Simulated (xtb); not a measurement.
hydrogen telluride (H$_{2}$Te), singlet, from a rough starting geometry; GFN2-xTB (xtb).

Input for xtb:
```
$ xtb mol.xyz --gfn 2 --opt vtight --json

# file mol.xyz
3

Te     0.01409211     0.79082875     0.05922409
H     -1.12368805    -0.42499054    -0.02138079
H      1.15327865    -0.40926957     0.02695290
```

What the program printed (banner, timings and long lists left out):

```
   ID    Z sym.   atoms
    1   52 Te     1
    2    1 H      2, 3

           -------------------------------------------------
          |                Calculation Setup                |
           -------------------------------------------------

           -------------------------------------------------
          |                 G F N 2 - x T B                 |
           -------------------------------------------------

          ...................................................
          :                      SETUP                      :
          :.................................................:
          :  # basis functions                  12          :
          :  # atomic orbitals                  11          :
          :  # shells                            5          :
          :  # electrons                         8          :
          :  max. iterations                   250          :
          :  Hamiltonian                  GFN2-xTB          :
          :  restarted?                      false          :
          :  GBSA solvation                  false          :
          :  PC potential                    false          :
          :  electronic temp.          300.0000000     K    :
          :  accuracy                    1.0000000          :
          :  -> integral cutoff          0.2500000E+02      :
          :  -> integral neglect         0.1000000E-07      :
          :  -> SCF convergence          0.1000000E-05 Eh   :
          :  -> wf. convergence          0.1000000E-03 e    :
          :  Broyden damping             0.4000000          :
          :  net charge                          0          :
          :  unpaired electrons                  0          :
          ...................................................

 iter      E             dE          RMSdq      gap      omega  full diag
   1     -4.0872701 -0.408727E+01  0.166E+01    4.00       0.0  T
   2     -4.0980345 -0.107643E-01  0.688E+00    4.31       1.0  T
   3     -4.0966233  0.141114E-02  0.498E+00    4.19       1.0  T
   4     -4.1003617 -0.373840E-02  0.235E-01    4.34       1.0  T
   5     -4.1003690 -0.723046E-05  0.531E-02    4.33       1.1  T
   6     -4.1003692 -0.195433E-06  0.864E-03    4.34       6.7  T
   7     -4.1003692 -0.115009E-07  0.160E-03    4.34      36.1  T
   8     -4.1003692  0.128999E-09  0.503E-04    4.34     114.9  T
   9     -4.1003692 -0.180235E-09  0.414E-05    4.34    1394.8  T

   *** convergence criteria satisfied after 9 iterations ***

         :::::::::::::::::::::::::::::::::::::::::::::::::::::
         ::                     SUMMARY                     ::
         :::::::::::::::::::::::::::::::::::::::::::::::::::::
         :: total energy              -4.091634085979 Eh    ::
         :: gradient norm              0.011985863950 Eh/a0 ::
         :: HOMO-LUMO gap              4.335157658997 eV    ::
         ::.................................................::
         :: SCC energy                -4.100369170957 Eh    ::
         :: -> isotropic ES           -0.000001828352 Eh    ::
         :: -> anisotropic ES          0.000413246501 Eh    ::
         :: -> anisotropic XC         -0.001186918514 Eh    ::
         :: -> dispersion             -0.000676617404 Eh    ::
         :: repulsion energy           0.008735084978 Eh    ::
         :: add. restraining           0.000000000000 Eh    ::
         :: total charge              -0.000000000000 e     ::
         :::::::::::::::::::::::::::::::::::::::::::::::::::::

      -----------------------------------------------------------
     |                   =====================                   |
     |                        A N C O P T                        |
     |                   =====================                   |
     |               Approximate Normal Coordinate               |
     |                Rational Function Optimizer                |
[...]
 * total energy  :    -4.0916341 Eh     change       -0.2753353E-12 Eh
 * total energy  :    -4.0914040 Eh     change        0.2300665E-03 Eh
 * total energy  :    -4.0917901 Eh     change       -0.3860569E-03 Eh
 * total energy  :    -4.0918430 Eh     change       -0.5293984E-04 Eh
 * total energy  :    -4.0918853 Eh     change       -0.4229934E-04 Eh
 * total energy  :    -4.0918854 Eh     change       -0.1027050E-06 Eh
 * total energy  :    -4.0918855 Eh     change       -0.1016030E-06 Eh
 * total energy  :    -4.0918855 Eh     change       -0.5670131E-11 Eh
   *** GEOMETRY OPTIMIZATION CONVERGED AFTER 8 ITERATIONS ***
         :: total energy              -4.091885519914 Eh    ::
[...]
         :: gradient norm              0.000002510255 Eh/a0 ::
         :: HOMO-LUMO gap              4.491340013168 eV    ::
         ::.................................................::
         :: SCC energy                -4.102126018730 Eh    ::
         :: -> isotropic ES            0.000012171130 Eh    ::
         :: -> anisotropic ES          0.000335815318 Eh    ::
         :: -> anisotropic XC         -0.001232692131 Eh    ::
         :: -> dispersion             -0.000671516398 Eh    ::
         :: repulsion energy           0.010240498816 Eh    ::
         :: add. restraining           0.000000000000 Eh    ::
         :: total charge              -0.000000000000 e     ::
         :::::::::::::::::::::::::::::::::::::::::::::::::::::

           -------------------------------------------------
          |                Property Printout                |
           -------------------------------------------------

    * Orbital Energies and Occupations

         #    Occupation            Energy/Eh            Energy/eV
      -------------------------------------------------------------
         1        2.0000           -0.8020376             -21.8246
         2        2.0000           -0.4511529             -12.2765
         3        2.0000           -0.4375898             -11.9074
         4        2.0000           -0.3477303              -9.4622 (HOMO)
         5                         -0.1826766              -4.9709 (LUMO)
         6                         -0.1056279              -2.8743
         7                          0.0141616               0.3854
         8                          0.0182437               0.4964
         9                          0.0282978               0.7700
        10                          0.3611442               9.8272
        11                          0.7772416              21.1498
      -------------------------------------------------------------
                  HL-Gap            0.1650537 Eh            4.4913 eV
             Fermi-level           -0.2652035 Eh           -7.2166 eV

     #   Z          covCN         q      C6AA      α(0)
     1  52 Te       1.904    -0.004   421.774    37.958
     2   1 H        0.952     0.002     3.019     2.716
     3   1 H        0.952     0.002     3.019     2.716

 Mol. C6AA /au·bohr⁶  :        575.191473
 Mol. C8AA /au·bohr⁸  :      47910.419181
 Mol. α(0) /au        :         43.390264

Wiberg/Mayer (AO) data.
largest (>0.10) Wiberg bond orders for each atom

 ---------------------------------------------------------------------------
     #   Z sym  total        # sym  WBO       # sym  WBO       # sym  WBO
 ---------------------------------------------------------------------------
     1  52 Te   1.979 --     2 H    0.990     3 H    0.990
     2   1 H    1.000 --     1 Te   0.990
     3   1 H    1.000 --     1 Te   0.990
 ---------------------------------------------------------------------------

Topologies differ in total number of bonds
Writing topology from bond orders to xtbtopo.mol

molecular dipole:
                 x           y           z       tot (Debye)
 q only:        0.000      -0.009      -0.000
   full:       -0.001       0.146       0.007       0.372
molecular quadrupole (traceless):
                xx          xy          yy          xz          yz          zz
 q only:        0.021      -0.000      -0.015       0.001      -0.001      -0.006
  q+dip:       -0.094       0.000       0.792       0.013       0.079      -0.698
   full:        1.542       0.003       1.321       0.092       0.205      -2.863

optimized geometry written to: xtbopt.xyz

           -------------------------------------------------
          | TOTAL ENERGY               -4.091885519914 Eh   |
          | GRADIENT NORM               0.000002510255 Eh/α |
          | HOMO-LUMO GAP               4.491340013168 eV   |
           -------------------------------------------------
```
